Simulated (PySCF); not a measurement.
BrH₃SiZn. Atoms are numbered in the order given.

```xyz
6

Zn     0.0000     0.0000     0.4595
Br     0.0000     0.0000    -1.8042
Si     0.0000     0.0000     2.8087
H      1.2186    -0.7036     3.3469
H     -1.2186    -0.7036     3.3469
H      0.0000     1.4071     3.3469
```

The structure is a stationary point at PBE-D3(BJ)/def2-SVP. The structure was generated by enumeration; whether it is a known compound was not checked.

Calculation: HF/pcSseg-1 in PySCF.

GIAO shieldings, no solvent; atoms alike by connectivity are averaged. δ = σ(ref) − σ: ²⁹Si against TMS (σ = 393.8 ppm); ¹H against TMS (σ = 31.99 ppm), references at their B3LYP-D3(BJ)/def2-TZVP geometries, non-relativistic (without spin–orbit terms, shifts of atoms bonded to Cl or Br come out too high).

```csv
nucleus,atoms,count,δ (ppm)
²⁹Si,Si3,1,-121.1
¹H,"H4, H5, H6",3,3.52
```
